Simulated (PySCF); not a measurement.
[Ni(H2O)6]2+: Ni(II) (d8), charge +2. The structure is a PBE0-D3(BJ)/def2-SVP, IEF-PCM water geometry optimised for multiplicity 3; coordination octahedral, point group C1, metal–donor distances 2.05 Å.

Method (PySCF 2.14, density fitting): CASSCF(8,5) with orbitals averaged over all microstates of the shell, strongly contracted NEVPT2 on the averaged canonical orbitals; basis x2c-TZVPall on the metal, x2c-SVPall elsewhere; spin-free X2C; IEF-PCM water; spin-orbit coupling by state interaction with the mean-field operator over all roots.

CASSCF energies above the lowest CASSCF root:

| state | CASSCF / cm⁻¹ |
| --- | --- |
| 3A2g-like | 0 |
| 3T2g-like | 7358 |
| 3T2g-like | 7372 |
| 3T2g-like | 7419 |
| 3T1g-like | 12616 |
| 3T1g-like | 12708 |
| 3T1g-like | 12922 |
| 1Eg-like | 18727 |
| 1Eg-like | 18729 |
| 1T2g-like | 25102 |
| 1T2g-like | 25230 |
| 1T2g-like | 25274 |
| 3T1g-like | 28384 |
| 3T1g-like | 28708 |
| 3T1g-like | 28769 |
| 1A1g-like | 29694 |
| 1T1g-like | 32148 |
| 1T1g-like | 32192 |
| 1T1g-like | 32222 |
| 1Eg-like | 36788 |
| 1Eg-like | 36803 |
| 1T2g-like | 37462 |

Task: How does dynamic correlation (SC-NEVPT2) move these states?

Result: 
```json
{"state": "3A2g-like", "NEVPT2 / cm⁻¹": "0", "shift / cm⁻¹": "0"}
{"state": "3T2g-like", "NEVPT2 / cm⁻¹": "9514", "shift / cm⁻¹": "+2157"}
{"state": "3T2g-like", "NEVPT2 / cm⁻¹": "9520", "shift / cm⁻¹": "+2148"}
{"state": "3T2g-like", "NEVPT2 / cm⁻¹": "9580", "shift / cm⁻¹": "+2161"}
{"state": "3T1g-like", "NEVPT2 / cm⁻¹": "15962", "shift / cm⁻¹": "+3346"}
{"state": "3T1g-like", "NEVPT2 / cm⁻¹": "16088", "shift / cm⁻¹": "+3379"}
{"state": "3T1g-like", "NEVPT2 / cm⁻¹": "16284", "shift / cm⁻¹": "+3361"}
{"state": "1Eg-like", "NEVPT2 / cm⁻¹": "16768", "shift / cm⁻¹": "-1959"}
{"state": "1Eg-like", "NEVPT2 / cm⁻¹": "16770", "shift / cm⁻¹": "-1959"}
{"state": "1T2g-like", "NEVPT2 / cm⁻¹": "25365", "shift / cm⁻¹": "+263"}
{"state": "1T2g-like", "NEVPT2 / cm⁻¹": "25467", "shift / cm⁻¹": "+237"}
{"state": "1T2g-like", "NEVPT2 / cm⁻¹": "25519", "shift / cm⁻¹": "+245"}
{"state": "3T1g-like", "NEVPT2 / cm⁻¹": "28527", "shift / cm⁻¹": "+143"}
{"state": "3T1g-like", "NEVPT2 / cm⁻¹": "28804", "shift / cm⁻¹": "+95"}
{"state": "3T1g-like", "NEVPT2 / cm⁻¹": "28886", "shift / cm⁻¹": "+117"}
{"state": "1A1g-like", "NEVPT2 / cm⁻¹": "28268", "shift / cm⁻¹": "-1426"}
{"state": "1T1g-like", "NEVPT2 / cm⁻¹": "32057", "shift / cm⁻¹": "-91"}
{"state": "1T1g-like", "NEVPT2 / cm⁻¹": "32097", "shift / cm⁻¹": "-95"}
{"state": "1T1g-like", "NEVPT2 / cm⁻¹": "32136", "shift / cm⁻¹": "-87"}
{"state": "1Eg-like", "NEVPT2 / cm⁻¹": "38471", "shift / cm⁻¹": "+1683"}
{"state": "1Eg-like", "NEVPT2 / cm⁻¹": "38497", "shift / cm⁻¹": "+1693"}
{"state": "1T2g-like", "NEVPT2 / cm⁻¹": "39098", "shift / cm⁻¹": "+1637"}
```

NEVPT2 lifts 3T2g-like from 7358 to 9514 cm⁻¹; on the d shell alone it tends to overshoot states that fill the eg-type orbitals.
